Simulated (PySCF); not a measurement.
C2H5BO3, SMILES C(=O)(O)B(O)C.

The structure is a stationary point at B3LYP-D3(BJ)/def2-SVP. The structure was generated by enumeration, and PubChem lists no compound with its InChIKey, so it may never have been made. One conformer was computed; it need not be the lowest.

Vertical ionisation energy (IE) and electron affinity (EA) in eV. Rows of orbital energies are one-electron estimates. Where ΔSCF, EOM or ADC give a negative EA the extra electron is unbound and the value depends on the basis.

```csv
level,IE,EA
"−ε(HOMO), −ε(LUMO), M06-2X/def2-TZVP (PySCF)",9.70,0.56
"−ε(HOMO), −ε(LUMO), PBE/def2-TZVP (PySCF)",___,___
```

**Question.** Fill in the missing entries. (The exact figures need the calculation; the answer reports its results.)

**Answer.** 
- −ε(HOMO), −ε(LUMO), PBE/def2-TZVP (PySCF), IE: 6.51
- −ε(HOMO), −ε(LUMO), PBE/def2-TZVP (PySCF), EA: 2.55
